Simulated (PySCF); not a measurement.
# Dipole moment and polarisability of `C=CC(=C=CC)CC`

C8H12.
Cartesian coordinates in Å at the PBE0-D3(BJ)/def2-SVP level; atoms count from 1:
```
atom  x, y, z in Å
C1    -1.4025    1.5555    1.6918
C2    -0.3355    1.1460    0.9917
C3    -0.3676    0.3487   -0.2409
C4     0.7688    0.0561   -0.8519
C5     1.8906   -0.2426   -1.4571
C6     2.7157   -1.4701   -1.1990
C7    -1.6858   -0.1582   -0.7863
C8    -2.2109   -1.3790   -0.0364
H9    -2.4261    1.3149    1.3934
H10   -1.2810    2.1557    2.5963
H11    0.6652    1.4215    1.3403
H12    2.2664    0.4573   -2.2176
H13    2.2601   -2.1056   -0.4274
H14    3.7311   -1.1969   -0.8688
H15    2.8271   -2.0668   -2.1190
H16   -2.4260    0.6584   -0.7440
H17   -1.5578   -0.4033   -1.8509
H18   -3.1830   -1.7023   -0.4392
H19   -1.5089   -2.2216   -0.1271
H20   -2.3401   -1.1706    1.0358
```

Level: B3LYP/def2-SVPD (PySCF), static field, nuclei fixed, core orbitals frozen in the response. The polarisability tensor in these axes (au):

```
x   136.41 -17.32 -31.62
y   -17.32  91.16  18.70
z   -31.62  18.70 102.17
```

Question: Give the principal values, the mean and the anisotropy Δα = √{½[(α1 − α2)² + (α2 − α3)² + (α1 − α3)²]}.

Answer: Principal values 76.25, 89.91 and 163.57 au; mean 109.91 au = 16.29 Å³ = 18.12 × 10⁻⁴⁰ C²·m²/J; Δα = 81.36 au (74 % of the mean).

Question: What is the dipole moment, and where does it point?

Answer: (0.29, -0.46, -0.37) D, 0.66 D in size, pointing from the negative to the positive side. Measured along this direction, the outermost atoms are H10 at the negative end and H15 at the positive end.

Question: Refractivity n − 1 of an ideal gas of it at 350 K and 1 atm, from the electronic α?

Answer: N = p/kT = 2.0968 × 10¹⁹ cm⁻³, so n − 1 = 2π × N × 16.29 × 10⁻²⁴ cm³ = 2146 × 10⁻⁶ at long wavelengths, for an ideal gas.

Question: Rayleigh depolarisation ratio (linearly polarised light, static tensor)?

Answer: ρ = 3Δα²/(45ᾱ² + 4Δα²) = 19857.4/(543613 + 26476.6) = 0.0348.

Question: In a dilute gas of rigid molecules at 400 K, how does the orientational term μ²/3kT compare with the electronic polarisability?

Answer: In Gaussian units μ²/3kT = 2.64 Å³ against 16.29 Å³, a ratio of 0.16; the Debye molar polarisation (4π/3)N_A(α + μ²/3kT) is 47.7 cm³/mol, leaving out the vibrational part.

Isolated species at its PBE0-D3(BJ)/def2-SVP geometry (one conformer only).

These values come from a run that also computed excited states. The run took 68 s on Arm Neoverse V2, one thread, no GPU, shared host.
